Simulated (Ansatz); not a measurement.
Reaction (formal exchange of groups at the Si–C bond): `[SiH3]C([SiH3])S` + `C1[SiH2]S1` → `[SiH3][SiH]1CS1` + `[SiH3]CS`

Calculated with Ansatz (gas phase, PBE0-D4/def2-TZVP geometries, no zero-point term in ΔE). CBS: MP2 limit from def2 TZ/QZ plus the TZ coupled-cluster correction, frozen cores. Functionals use def2-TZVPP. Each species was taken in one conformer, which may not be the lowest.

`[SiH3]C([SiH3])S`:

Cartesian coordinates in Å:
```
Si 1.042 -0.383 -1.227
C -0.570 0.048 -0.364
Si -0.673 -0.380 1.463
S -0.925 1.825 -0.592
H 1.351 -1.832 -1.073
H 2.133 0.408 -0.598
H 0.953 -0.046 -2.669
H -1.386 -0.467 -0.883
H -2.019 -0.043 1.990
H 0.357 0.413 2.186
H -0.402 -1.829 1.681
H 0.139 2.286 0.086
```

`C1[SiH2]S1`:

Z-matrix (Å, degrees):
```
C
S 1 1.862
Si 1 1.840 2 68.6
H 1 1.086 2 113.2 3 -114.5
H 1 1.086 2 113.2 3 114.5
H 3 1.479 1 119.3 2 106.8
H 3 1.479 1 119.3 2 -106.8
```

`[SiH3][SiH]1CS1`:

Cartesian coordinates in Å:
```
Si -1.170 0.320 1.338
Si 0.061 -0.765 -0.310
C 1.395 0.170 -1.186
S -0.104 -0.002 -2.258
H -1.041 1.782 1.111
H -0.660 -0.023 2.693
H -2.600 -0.077 1.252
H 0.250 -2.231 -0.175
H 2.259 -0.369 -1.561
H 1.611 1.197 -0.905
```

`[SiH3]CS`:

Z-matrix (Å, degrees):
```
Si
C 1 1.878
H 1 1.489 2 110.7
H 1 1.484 2 109.8 3 121.0
H 1 1.488 2 108.8 3 -119.4
S 2 1.813 1 111.4 3 177.0
H 2 1.092 1 112.3 3 52.0
H 2 1.093 1 109.3 3 -67.0
H 6 1.343 2 97.3 1 -50.2
```

```json
{"level": "r2SCAN", "ΔE (kJ/mol)": "-11.9"}
{"level": "SCS-MP2/def2-QZVPP", "ΔE (kJ/mol)": "0.5"}
```

(1) What does CCSD(T)/CBS give? (An estimate is asked.)

Largest T1 diagnostic among the species: 0.013.

Results:

(1) Computed: -4.9 kJ/mol. The listed levels differ from it by -7.0, 5.4 kJ/mol.

From PBE to PBE0 (25 % exact exchange), in def2-TZVPP and without D4, ΔE moves by +3.5 kJ/mol. The D4 term adds +5.2 kJ/mol with B3LYP and +2.6 kJ/mol with PBE0; it sums over pairs of atoms, weighted by their polarisabilities, and B3LYP, whose exchange is more repulsive, gets the larger term.

B3LYP here is the variant with VWN-RPA as its local correlation; programs differ in this.
